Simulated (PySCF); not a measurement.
A calculated (r2SCAN, PySCF 2.14, Sapporo-DZP-2012, the spin-free X2C one-electron Hamiltonian (Gaussian nucleus)) atom or ion has these occupied shells.

```json
{"shell": "1s", "electrons": "2", "orbital energy (eV)": "-134.48", "rms radius, mean of both spins (bohr)": "0.483"}
```

(1) Name the element and its charge.

Answers

(1) Be²⁺ (beryllium, charge +2), in 1s2, closed-shell 1S.
